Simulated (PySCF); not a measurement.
Electrostatic solvation of a mixed set.

Level: PBE0/pcSseg-1 in PySCF, non-relativistic, each on one gas-phase PBE0-D3(BJ)/def2-SVP geometry that isn't relaxed in the solvent. The solvent is an IEF-PCM continuum (cavity from Bondi-type radii × 1.2). Specific hydrogen bonds and non-electrostatic terms are outside this model.

Problem. Order them by E(solvent) − E(gas) in chloroform (ε = 4.711), most negative first (kJ/mol).
A. `[CH3:1][C@@H:2]([CH2:3][C:4]([F:5])([F:6])[F:7])[C:8](=[O:9])[Cl:10]` with C1–C2–C3–C4 -160°, C1–C2–C8–O9 -98°
B. `[CH2:1]=[CH:2]/[CH:3]=[CH:4]\[O-:5]` (charge -1) with C1–C2–C3–C4 180°
C. `[CH3:1][CH2:2][CH2:3][SiH2:4][SiH2:5][O:6][SiH3:7]` with C1–C2–C3–Si4 179°, C2–C3–Si4–Si5 59°, C3–Si4–Si5–O6 176°, Si4–Si5–O6–Si7 47°

Solution. B (-191.0), A (-16.9), C (-4.4).

| SMILES | charge | ΔE (kJ/mol) | polarisation term (kJ/mol) | HOMO shift (eV) | dipole gas (D) | dipole solvent (D) | atoms |
| --- | --- | --- | --- | --- | --- | --- | --- |
| C=C/C=C\[O-] | -1 | -191.0 | -195.0 | -3.67 | – | – | 10 |
| C[C@@H](CC(F)(F)F)C(=O)Cl | 0 | -16.9 | -18.8 | +0.05 | 3.60 | 4.27 | 16 |
| CCC[SiH2][SiH2]O[SiH3] | 0 | -4.4 | -4.8 | +0.08 | 1.31 | 1.52 | 21 |

The ion comes first with 191.0 kJ/mol, the neutral species gain 16.9 at most. The polarisation term is half the interaction of the solute with the induced surface charges. No dipole is given for ions, as it depends on the origin.
